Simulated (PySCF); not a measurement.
C₅H₇O₂P.
Geometry (PBE0-D3(BJ)/def2-SVP, Å), atoms numbered from 1 in this order:
```xyz
15
C5H7O2P angstrom
C     -0.123    2.892    0.904
C     -0.230    1.811    0.359
P     -0.292    0.242   -0.473
C     -1.968   -0.354   -0.176
O      0.208    0.254   -1.881
C      0.770   -0.815    0.679
C      2.206   -0.913    0.275
O      0.263   -1.363    1.623
H     -0.033    3.850    1.384
H     -2.069   -1.332   -0.668
H     -2.688    0.351   -0.614
H     -2.134   -0.460    0.904
H      2.745   -1.603    0.936
H      2.263   -1.232   -0.777
H      2.663    0.090    0.314
```

Computed with PySCF at PBE0/pcSseg-1, non-relativistic, on one gas-phase PBE0-D3(BJ)/def2-SVP geometry that isn't relaxed in the solvent. The solvent is an IEF-PCM continuum (van der Waals radii × 1.2). Specific hydrogen bonds and non-electrostatic terms are outside this model.

| run | E − E(gas) (kcal/mol) | HOMO (eV) | HOMO–LUMO gap (eV) | dipole (D) |
| --- | --- | --- | --- | --- |
| gas | 0.00 | -7.19 | 5.45 | 2.32 |
| P | -8.09 | -7.26 | 5.57 | 2.80 |
| Q | -10.97 | -7.29 | 5.61 | 2.98 |

Task: The runs were made in chloroform and methanol. Which run belongs to which solvent?

Result: P = chloroform, Q = methanol. The dielectric constants are 4.711 (chloroform), 32.61 (methanol), and the energy falls further as ε rises. In this model the ground state sees the solvent through ε alone.

Task: How constant is the ratio of the lowering to (ε − 1)/(2ε + 1)?

Result: 
```csv
solvent,(ε − 1)/(2ε + 1),E − E(gas) (kcal/mol),ratio (kcal/mol),polarisation term (kcal/mol)
chloroform,0.356,-8.09,-22.7,-8.89
methanol,0.477,-10.97,-23.0,-12.44
```

The ratio changes by +1.2 % in size from chloroform to methanol. The polarisation term is half the interaction of the solute with the induced surface charges.

Time: 25 s wall; peak memory 0.92 GiB. Hardware: an Arm Neoverse V1 with one thread (shared host). This is the whole shielding run at PBE0/pcSseg-1 in methanol, SCF included.
